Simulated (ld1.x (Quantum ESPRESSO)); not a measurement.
**What one change does to a pseudopotential (Au, TM)**

- Element: Au
- Generator: ld1.x (Quantum ESPRESSO) 7.5
- Type: norm-conserving Troullier–Martins (Kleinman–Bylander form)
- Functional: PBE
- Relativity: scalar-relativistic
- Frozen core: [Kr] 4d10 4f14
- Valence charge: 19
- Reference configuration: 5s2 5p6 5d10 6s0 6p0 (charge +1)
- Partial waves: 5s (bound): rc 1.30 bohr; 5p (bound): rc 1.40 bohr; 5d (bound): rc 1.25 bohr
- Local potential: all-electron potential smoothed inside 1.30 bohr (lloc = -1)
- Core correction: Bessel-smoothed model core inside 0.95 bohr

All-electron outer shells of the reference configuration (PBE, scalar-relativistic, ld1.x):

```json
{"shell": "5s", "level (eV)": "-116.88", "outermost node (bohr)": "0.48", "outermost maximum (bohr)": "0.84"}
{"shell": "4f", "level (eV)": "-89.58", "outermost node (bohr)": "–", "outermost maximum (bohr)": "0.37"}
{"shell": "5p", "level (eV)": "-68.34", "outermost node (bohr)": "0.52", "outermost maximum (bohr)": "0.96"}
{"shell": "5d", "level (eV)": "-15.33", "outermost node (bohr)": "0.56", "outermost maximum (bohr)": "1.21"}
{"shell": "6s", "level (eV)": "-13.21", "outermost node (bohr)": "1.11", "outermost maximum (bohr)": "2.24"}
{"shell": "6p", "level (eV)": "-6.71", "outermost node (bohr)": "1.31", "outermost maximum (bohr)": "3.06"}
```

Change: wave 5s (bound): rc 1.30 bohr becomes 5s (bound): rc 1.80 bohr.

Cutoffs: the cutoffs (Ry, on a coarse ladder) from which the occupation-weighted sum of valence levels, in a spherical-Bessel basis at the reference potential, stays within 10 and 1 mRy of its value at 400 Ry; they do not see the model core or the augmentation charge, which bear on the density cutoff. Errors are all-electron minus pseudo energies relative to the spin-unpolarised reference configuration.

Task: How do hardness, ghosts and transferability respond?

Result: The potential gets softer (100 Ry and 160 Ry → 90 Ry and 120 Ry); a bound ghost appears in s, which as a rule spoils a file; the number of tests that count goes from 7 to 4; the errors of the 4 common tests hardly move. A larger radius leaves more room for a smooth pseudo-wave, so fewer plane waves are needed.

| quantity | base | changed |
| --- | --- | --- |
| cutoff, loose | 100 Ry | 90 Ry |
| cutoff, tight | 160 Ry | 120 Ry |
| loose cutoff by channel (10 mRy a level) | s 90 Ry, p 55 Ry, d 35 Ry | s 30 Ry, p 55 Ry, d 35 Ry |
| bound ghosts | none | s |
| tests counted (converged, no solver errors) | 7 of 7 | 4 of 7 |
| error for 5s2 5p6 5d9 6s0 6p0, meV [ΔE 21.21 eV] | -1.8 | -1.7 |
| error for 5s2 5p6 5d8 6s0 6p0, meV [ΔE 55.09 eV] | -6.0 | -5.9 |
| error for 5s2 5p6 5d7 6s0 6p0, meV [ΔE 102.80 eV] | -14 | -13 |
| error for 5s2 5p6 5d10 6s0 6p1, meV [ΔE -4.16 eV] | +43 | +43 |

Changed file: Tests not counted: 5s2 5p6 5d10 6s1 6p0 (solver errors, printed error -3.6 eV); 5s2 5p5 5d10 6s1 6p0 (solver errors, printed error -4.3 eV); 5s1 5p6 5d10 6s1 6p0 (solver errors, printed error -4.9 eV). A true bound ghost makes a file unfit for plane-wave use even where its test errors are small: the radial tests pick states by their node count and pass the ghost by. Where a test does run into it, the solver fails or the error is huge.
